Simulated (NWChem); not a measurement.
# CH4CdO2; SMILES C[O][Cd][OH]

```xyz
8

Cd     0.0682     0.3351     0.0003
O     -0.3259     2.2561     0.0002
H      0.4810     2.7834    -0.0130
O      0.4903    -1.5840     0.0001
C     -0.4729    -2.5864    -0.0005
H     -1.1339    -2.5781    -0.8929
H      0.0350    -3.5697     0.0008
H     -1.1364    -2.5771     0.8899
```
Atoms are numbered in this order, from 1.

Program: NWChem. The geometry was optimised at PBE0/def2-SVP. Not confirmed as a minimum by frequencies. def2 effective core potentials on Cd; no spin-orbit coupling. Ions are spin-unrestricted doublets at the neutral geometry; other ion states weren't tried.

Q: What does the run give for PBE/def2-SVP? Quantities: vertical ionisation energy, ΔSCF (eV); −ε(HOMO) (eV).

A: 
```yaml
vertical ionisation energy, ΔSCF (eV): 8.69
"−ε(HOMO) (eV)": 5.37
```
